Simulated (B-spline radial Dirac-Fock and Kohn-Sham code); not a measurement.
**Zn²⁵⁺: eigenvalues, ΔSCF and the reference**

System: zinc as Zn²⁵⁺, configuration [He] 2s2 2p1.

The density-functional columns are spherical, spin-unpolarised Dirac-Kohn-Sham results without Breit or QED terms: −ε is minus the orbital energy of the initial state and ΔSCF the difference of two total energies. The reference in the last column comes from Dirac-Fock ΔSCF + Breit + QED. All numbers are from a B-spline atomic structure program, in eV; a selection of levels is shown. The Kohn-Sham columns are given as differences from the reference. For the 1s level of heavy atoms much of the gap between ΔSCF and the reference is the Breit and QED part, -16.7 eV here; for other levels the error of the functional can be larger.

```tsv
level	LDA −ε − DF	LDA ΔSCF − DF	Dirac-Fock
K	-198.6	+24.3	11364.3
L1	-46.7	+7.0	2549.0
L2,3	-69.2	-5.9	2475.5
```

Values without a named source are computed, but for edge energies of neutral atoms, which are taken from tables.
